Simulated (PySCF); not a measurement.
CH3BBrClO, SMILES COB(Cl)Br.

Coordinates come from a B3LYP-D3(BJ)/def2-SVP optimisation. Other conformers were not sampled.

Two levels are set side by side: TDA-PBE/def2-SVPD (PySCF) and TDA-LC-ωPBE/def2-SVPD (PySCF). Vertical, same geometry. The lowest singlet is HOMO→LUMO 100 % with PBE and HOMO→LUMO+1 97 % with the other functional; states are paired by order. Differences are taken from unrounded values.

```
quantity                               TDA-LC-ωPBE
-------------------------------------  -----------
lowest singlet excitation (eV)                6.97
lowest triplet excitation (TDA) (eV)          6.81
first bright state (f over 0.05) (eV)         7.72
its oscillator strength                       0.10
```

What does TDA-PBE give, and how far is it from TDA-LC-ωPBE? (The exact figures need the calculation; the answer reports its results.)


```csv
quantity,TDA-PBE,TDA-PBE minus TDA-LC-ωPBE
lowest singlet excitation (eV),5.71,-1.26
lowest triplet excitation (TDA) (eV),5.57,-1.24
first bright state (f over 0.05) (eV),6.55,-1.17
its oscillator strength,0.06,-0.04
```

Functionals without exact exchange tend to place singlet excitations lower, as here. Differences between two approximate levels are no errors against the true value.

Rough cost on one machine, each run with all the roots and properties that it gave: TDA-LC-ωPBE against TDA-PBE about 3 times.
